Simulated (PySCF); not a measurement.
## C₆ coefficients of unlike pairs at PBE

Calculated with PySCF 2.14 from the dipole response of each species, C₆(A,B) = (3/π) ∫ α_A(iu) α_B(iu) du, in atomic units, from isotropic polarisabilities. For ions this is the dispersion term alone; charge-induced terms of lower order in 1/R come first.

```
species           configuration                                                                            basis     relativity  α (bohr³)  C₆ (like pair)
     Ge  [Ar] 3d10 4s2 4p2 (3P)  x2c-QZVPPall with one added diffuse shell each of s, p, d, f type (12s9p6d5f1g)  spin-free X2C      45.04           394.7
   Fe²⁺           [Ar] 3d6 (5D)                                                          dyall-av2z (16s12p7d2f)           none      3.848           11.04
   Ar³⁺       [Ne] 3s2 3p3 (4S)                                                          dyall-av3z (19s12p3d2f)           none      3.569           9.722
     He                1s2 (1S)                                                             dyall-av3z (10s3p2d)           none      1.526           1.700
```

(1) Estimate C₆ for Ar³⁺ with Ge.

No spin-orbit coupling is included.

The other pairs:

```tsv
pair	C₆
He, Fe²⁺	4.279
He, Ar³⁺	4.063
Fe²⁺, Ge	54.77
He, Ge	22.17
Ar³⁺, Fe²⁺	10.26
```

## Answers

(1) The integral gives 52.40. The combination rule 2 C_A C_B / (C_A α_B/α_A + C_B α_A/α_B) gives 49.84 and the geometric mean 61.94.
